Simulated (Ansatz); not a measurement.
Geometry optimisation, RKS B3LYP/STO-3G in Ansatz 0.2.0.

Input:

```yaml
crystal:
  periodic: [false, false, false]
  atoms:
    - { symbol: C, position_ang: [-1.6878, 0.6226, 0.2665] }
    - { symbol: B, position_ang: [-1.1254, -0.4874, -0.6481] }
    - { symbol: Si, position_ang: [0.7511, -0.8603, -0.6213] }
    - { symbol: C, position_ang: [1.7217, 0.2991, 0.58] }
    - { symbol: H, position_ang: [-2.8298, 0.7175, 0.0723] }
    - { symbol: H, position_ang: [-1.5373, 0.4646, 1.3227] }
    - { symbol: H, position_ang: [-1.2467, 1.641, -0.0125] }
    - { symbol: H, position_ang: [-1.7867, -1.1041, -1.3575] }
    - { symbol: H, position_ang: [1.3472, -0.6591, -1.9121] }
    - { symbol: H, position_ang: [0.9963, -2.251, -0.1554] }
    - { symbol: H, position_ang: [1.2204, 0.1489, 1.6231] }
    - { symbol: H, position_ang: [2.7523, 0.0682, 0.6114] }
    - { symbol: H, position_ang: [1.4452, 1.3654, 0.2457] }
basis:
  gaussian: { orbitals: STO-3G }
hamiltonian:
  xc: b3lyp
relax:
  f_tol: 0.02
  max_steps: 40
scf:
  lower_state_search: "off"
```

Run as:

```bash
$ ansatz run input.yaml --threads 1 --pin off --max-ram 2048MiB --backend cpu --events-out ev --progress --plain --runs-dir out
```

**Question.** Where does it end, and by what steps?

**Answer.** The forces met the threshold. The force dipped under the threshold on the way, but the program's further checks kept it going. Limits of this set-up: minimal basis. After 22 steps the energy has fallen by 0.615 eV; H7 moved furthest, 0.91 Å.

```csv
step,energy less start (eV),largest force component (eV/Å),accepted
0,0.0000,5.052,yes
1,-0.5445,0.619,yes
2,-0.5968,0.145,yes
3,-0.5993,0.050,yes
4,-0.5996,0.026,yes
5,-0.6000,0.016,yes
6,-0.6004,0.032,yes
7,-0.5969,0.380,no
8,-0.6025,0.034,yes
9,-0.6036,0.222,yes
10,-0.6042,0.242,yes
11,-0.6019,0.422,no
12,-0.6093,0.143,yes
13,-0.6120,0.022,yes
14,-0.6121,0.183,yes
15,-0.6138,0.031,yes
16,-0.6142,0.039,yes
17,-0.6120,0.270,no
18,-0.6144,0.016,yes
19,-0.6147,0.090,yes
20,-0.6149,0.053,yes
21,-0.6153,0.009,yes
22,-0.6154,0.019,yes
```

```xyz
13
Properties=species:S:1:pos:R:3
C -1.854 0.664 0.222
B -1.108 -0.376 -0.692
Si 0.811 -0.825 -0.579
C 1.785 0.201 0.660
H -2.838 0.290 0.548
H -1.295 1.006 1.104
H -2.067 1.555 -0.400
H -1.756 -0.906 -1.520
H 1.424 -0.680 -1.883
H 0.937 -2.224 -0.218
H 1.382 0.097 1.675
H 2.838 -0.107 0.691
H 1.762 1.269 0.405
```

The run took 41 s on 1 thread of Arm Neoverse V1, with other jobs on the host, peak memory 0.11 GiB.
